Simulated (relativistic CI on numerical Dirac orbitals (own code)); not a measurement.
# Hyperfine structure of Se VI, mass number 79

Calculated at this level of theory: Dirac-Coulomb-Breit CI, KLI orbitals optimised for each configuration, a model potential for QED, valence Slater integrals scaled by 0.85, P86 correlation energy added to each configuration (own radial code, finite nucleus).

Configuration list (outside the closed core [Ar]): 3d10 4s, 3d10 4p, 3d10 4d, 3d10 4f, 3d10 5s, 3d10 5p, 3d9 4s2, 3d10 5d, 3d10 6s, 3d10 6p, 3d10 5f, 3d9 4p2, 3d10 5g, 3d10 6d, 3d8 4s 4p2, 3d10 7s. Levels of other configurations are missing.

Nuclear spin I = 7/2, μ = -1.018 μN, Q = 0.8 b (tables of Stone and Pyykkö). The electronic factors are computed for point nuclear moments, without core polarisation or the Bohr-Weisskopf and QED corrections.

```csv
Level,E (eV),A (MHz),B (MHz)
3d10 4s 2S_1/2,0.0000,-7028,
3d10 4p 2P°_1/2,13.9340,-1699,
3d10 4p 2P°_3/2,14.6110,-306.4,1580
3d10 4d 2D_3/2,34.6068,-91.58,157
3d10 4d 2D_5/2,34.6869,-38.82,218
3d10 5s 2S_1/2,40.7254,-2482,
3d10 5p 2P°_1/2,45.9004,-675,
3d10 5p 2P°_3/2,46.1478,-123.3,637
```

Levels with J = 0, under 50 % of one LS term, or S terms without an open s electron are left out. Small factors come from cancelling terms and can be off by tens of per cent or more.

At this charge configurations can still be misplaced by up to about 7 % of their energy. 5 of the 5 excited levels that our extract of the measured tables holds in this range could be paired (the sources list more); they are missed by 2712 cm⁻¹ on average and 5122 at most, and levels without a partner can miss by more.

**Question.** Give the hyperfine levels of 3d10 4s 2S_1/2 relative to its centre of gravity.

**Answer.** With K = F(F + 1) − I(I + 1) − J(J + 1), E = AK/2: F = 3: 15810, F = 4: -12300 MHz.

LS names give the leading component of a level, which can be under half, so a name can repeat, a term be missing and a line seem to break the LS rules.
